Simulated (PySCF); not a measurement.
Job file and geometry (Å, from GFN2-xTB) of an NMR shielding run on SMILES [SiH3][SiH2]CC[SiH2]S[SiH3], C2H14SSi4, GIAO PBE0/pcSseg-1 NMR shielding, non-relativistic, gas phase in PySCF 2.14.0, density-fitted response routines; density fitting, a coarse starting grid and PySCF grid level 2 are the driver's defaults:

```
$ OMP_NUM_THREADS=1 python probes_run.py task.json out

{"job": {"kind": "nmr", "xc": "PBE0", "basis": "pcSseg-1"}, "charge": 0, "multiplicity": 1}
Si    -4.533271     0.505141    -0.235845
Si    -2.718710    -0.725963     0.490083
C     -1.083275     0.188807     0.124824
C      0.149042    -0.640477     0.474747
Si     1.755288     0.300198     0.139841
S      3.363447    -1.115347     0.352068
Si     5.098108     0.041283    -0.124646
H     -5.360579    -0.233725    -1.193068
H     -5.427015     0.890109     0.859259
H     -4.147478     1.751195    -0.907058
H     -2.737518    -0.997214     1.936649
H     -2.620531    -2.044793    -0.154729
H     -1.054345     1.127942     0.681580
H     -1.040247     0.463465    -0.931204
H      0.103316    -0.930356     1.526363
H      0.135452    -1.571059    -0.096007
H      1.967500     1.389407     1.093174
H      1.811089     0.831687    -1.222308
H      6.154521    -0.950422    -0.207917
H      4.862058     0.723395    -1.391231
H      5.314227     1.013670     0.939657
```

Q: What does the program print?

A: 
```
coarse grid: 18976 points
cycle   1  E = -1639.9429856185  dE =  1.032e-01  |g| = 4.037e-01  |ddm| = 4.025e+00
cycle   2  E = -1639.9243200891  dE =  1.867e-02  |g| = 4.809e-01  |ddm| = 9.741e-01
cycle   3  E = -1639.9875802485  dE = -6.326e-02  |g| = 4.074e-02  |ddm| = 5.747e-01
cycle   4  E = -1639.9879490024  dE = -3.688e-04  |g| = 1.881e-02  |ddm| = 6.897e-02
cycle   5  E = -1639.9880415718  dE = -9.257e-05  |g| = 4.574e-03  |ddm| = 2.935e-02
cycle   6  E = -1639.9880468691  dE = -5.297e-06  |g| = 8.427e-04  |ddm| = 7.341e-03
final grid: 157080 points
cycle   7  E = -1640.0284621602  dE = -2.316e-05  |g| = 6.502e-03  |ddm| = 2.226e-02
cycle   8  E = -1640.0284543071  dE =  7.853e-06  |g| = 8.275e-03  |ddm| = 1.467e-02
cycle   9  E = -1640.0284725016  dE = -1.819e-05  |g| = 5.485e-04  |ddm| = 8.775e-03
cycle  10  E = -1640.0284725676  dE = -6.594e-08  |g| = 1.187e-04  |ddm| = 6.863e-04
cycle  11  E = -1640.0284725713  dE = -3.713e-09  |g| = 3.206e-05  |ddm| = 1.863e-04
cycle  12  E = -1640.0284725716  dE = -3.001e-10  |g| = 6.988e-06  |ddm| = 5.524e-05
converged SCF energy = -1640.0284725716

GIAO shielding tensors (ppm)
atom      isotropic    diamagn.    paramagn.     s11        s22        s33       span
  0 Si     471.602     879.160    -407.558    455.105    474.328    485.373     30.268
  1 Si     418.601     880.880    -462.279    385.054    393.042    477.707     92.653
  2 C      178.883     254.318     -75.435    167.081    174.253    195.317     28.237
  3 C      171.412     255.032     -83.619    156.441    163.632    194.164     37.724
  4 Si     372.731     881.706    -508.975    336.001    357.565    424.628     88.627
  5 S      838.796    1061.401    -222.605    793.130    840.316    882.942     89.812
  6 Si     407.962     879.183    -471.220    369.428    396.658    457.801     88.372
  7 H       28.279      27.858       0.422     24.733     25.862     34.243      9.509
  8 H       28.289      27.791       0.498     24.755     25.843     34.269      9.514
  9 H       28.469      28.812      -0.343     24.623     27.378     33.405      8.782
 10 H       27.802      29.585      -1.783     24.037     26.782     32.587      8.550
 11 H       27.859      29.727      -1.869     24.003     27.117     32.457      8.454
 12 H       31.057      34.222      -3.165     25.057     31.849     36.267     11.210
 13 H       31.031      34.787      -3.756     24.814     31.978     36.299     11.485
 14 H       30.450      33.770      -3.320     24.678     31.817     34.854     10.176
 15 H       30.535      34.355      -3.821     24.461     32.083     35.060     10.599
 16 H       26.974      31.739      -4.766     22.625     26.707     31.589      8.964
 17 H       27.062      32.150      -5.087     22.693     27.142     31.353      8.660
 18 H       27.046      27.802      -0.756     22.941     24.632     33.565     10.624
 19 H       27.146      28.501      -1.355     23.112     25.597     32.730      9.618
 20 H       27.074      28.061      -0.988     22.861     25.160     33.200     10.339
```

Q: Turn these shieldings into chemical shifts. Shifts are taken against calculated references (same method and geometry level): TMS for ²⁹Si (σref 349.16), ¹³C (σref 186.93), ¹H (σref 31.72); ³³S (σref 503.73) against CS2.

A: Averaging equivalent atoms: Si 4: -23.6; Si 6: -58.8; Si 1: -69.4; Si 0: -122.4; C 3: 15.5; C 2: 8.0; S 5: -335; H 16/17: 4.70; H 18/19/20: 4.63; H 10/11: 3.89; H 7/8/9: 3.37; H 14/15: 1.22; H 12/13: 0.67 ppm. 

Size and cost of the density-fitted run: 224 basis functions, 84 s wall time on 1 thread of an Arm Neoverse N1, shared host; peak memory 0.95 GiB.
